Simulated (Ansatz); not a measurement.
One change: `N[SiH2]C(N)[SiH3]` becomes `NBC(N)[SiH3]`.

Ansatz, PBE0-D4/def2-TZVP geometries, multiplicity 1. Each molecule was computed in one conformer, which needn't be the lowest.

| property | `N[SiH2]C(N)[SiH3]` |
| --- | --- |
| HOMO–LUMO gap (PBE/def2-TZVPP) / eV | 4.76 |
| HOMO–LUMO gap (B3LYP/def2-TZVPP) / eV | 6.45 |
| size of the dipole moment (PBE/def2-TZVPP) / D | 1.55 |
| HOMO–LUMO gap (PBE0/def2-TZVPP) / eV | 6.91 |
| HOMO energy (PBE0/def2-TZVPP) / eV | -6.59 |
| HOMO energy (PBE/def2-TZVPP) / eV | -5.27 |

(1) What does the change do to each property? (Estimate.)

## Answers

(1) The calculation gave: 
```
                                      property  `NBC(N)[SiH3]`  shift
           HOMO–LUMO gap (PBE/def2-TZVPP) / eV            4.47  -0.29
         HOMO–LUMO gap (B3LYP/def2-TZVPP) / eV            6.37  -0.08
size of the dipole moment (PBE/def2-TZVPP) / D            2.53   0.98
          HOMO–LUMO gap (PBE0/def2-TZVPP) / eV            6.82  -0.09
            HOMO energy (PBE0/def2-TZVPP) / eV           -6.66  -0.07
             HOMO energy (PBE/def2-TZVPP) / eV           -5.24   0.03
```

With PBE0 the HOMO falls by 0.07 eV and the LUMO falls by 0.16 eV, so the gap narrows by about 0.09 eV. PBE moves the HOMO by 0.03 eV and ωB97M-V by -0.16 eV. Dipoles are sizes alone; their direction can turn.

B3LYP here is the variant with VWN-RPA as its local correlation; programs differ in this.
